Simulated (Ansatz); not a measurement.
Cost and result for the atomization energy of `FC[S][SnH3]` (9 atoms, 8 bonds).

Cartesian coordinates in Å:
```
F 0.922 0.974 -1.568
C 0.990 -0.360 -1.229
S 1.192 -0.616 0.539
Sn -0.922 0.281 1.274
H 1.870 -0.794 -1.710
H 0.083 -0.842 -1.598
H -1.226 -0.422 2.794
H -0.840 1.977 1.393
H -2.069 -0.198 0.104
```

Total charge 0; spin multiplicity 1. Correlated methods include outer-core shells of Sn, which these sets cover unevenly. Sn: def2 effective core potential. The structure was optimised at the PBE0-D4/def2-TZVP level. It is one conformer, not always the lowest. Program: Ansatz. Hardware: A = 2 threads of an AMD EPYC 7R13 on a shared host; B = 2 threads of an AMD EPYC 7R13 on a shared host and a share of an NVIDIA H100 80 GB. Times are those of one run each, without the atoms' runs, and a repeat can differ threefold. Electronic energies, without spin–orbit coupling; frozen cores. CCSD(T)/CBS adds CCSD(T) − MP2 in def2-TZVPP to the MP2 limit, and its time is that of the two runs behind it. T1 = 0.013. With those shells the extrapolation isn't a true limit. B3LYP takes the VWN-RPA correlation (the form of Gaussian; ORCA's B3LYP/G).

CCSD(T)/CBS is a level of theory with its own doubt, some kJ/mol a heavy atom from the limit and from the frozen cores, so smaller differences don't rank the functionals.

| level | functions | wall time |
| --- | --- | --- |
| PBE-D4/def2-TZVPP (with forces) [A] | 224 | 3.5 s |
| PBE0-D4/def2-TZVPP [A] | 224 | 3.9 s |
| CCSD(T)/def2-TZVPP [B] | 224 | 6 s |
| r2SCAN-D4/def2-TZVPP (with forces) [A] | 224 | 6 s |
| B2PLYP/def2-TZVPP [A] | 224 | 6.5 s |
| B3LYP-D4/def2-TZVPP (with forces) [A] | 224 | 7 s |
| ωB97X-V/def2-TZVPP [A] | 224 | 9.5 s |
| ωB97M-V/def2-TZVPP (with forces) [A] | 224 | 14 s |
| CCSD(T)/def2-QZVPP [B] | 416 | 18 s |
| CCSD(T)/CBS(def2) | – | 24 s |

**Question.** What atomization energy does each give, and how far from CCSD(T)/CBS? (Estimate.)

**Answer.** The calculation gave: 
```csv
level,atomization (kcal/mol),difference from CCSD(T)/CBS,per bond
PBE-D4/def2-TZVPP (with forces) [A],652.3,6.1,0.8
PBE0-D4/def2-TZVPP [A],640.1,-6.1,-0.8
CCSD(T)/def2-TZVPP [B],627.2,-19.0,-2.4
r2SCAN-D4/def2-TZVPP (with forces) [A],643.7,-2.5,-0.3
B2PLYP/def2-TZVPP [A],630.7,-15.5,-1.9
B3LYP-D4/def2-TZVPP (with forces) [A],639.3,-6.9,-0.9
ωB97X-V/def2-TZVPP [A],648.8,2.6,0.3
ωB97M-V/def2-TZVPP (with forces) [A],644.8,-1.4,-0.2
CCSD(T)/def2-QZVPP [B],639.2,-7.0,-0.9
CCSD(T)/CBS(def2),646.2,0.0,0.0
```

In def2-TZVPP, CCSD(T) changes the Hartree–Fock value by +177.9 kcal/mol (the triples alone add +10.9 kcal/mol) and MP2 by +179.5 kcal/mol; breaking electron pairs costs correlation energy, which Hartree–Fock lacks. From PBE to PBE0 (25 % exact exchange), in def2-TZVPP and without D4, the atomization energy moves by −11.4 kcal/mol: exact exchange takes away binding that semilocal exchange gives to molecules. The D4 term adds +7.6 kcal/mol with B3LYP and +4.0 kcal/mol with PBE0; it sums over pairs of atoms, weighted by their polarisabilities, and B3LYP, whose exchange is more repulsive, gets the larger term.

Spin–orbit coupling would lower the free Sn atoms strongly, and the atomization energy with them, by more than many differences here. For some Ge, Se and Sn compounds the MP2-based and the directly extrapolated limit differ by 10 to 25 kJ/mol.
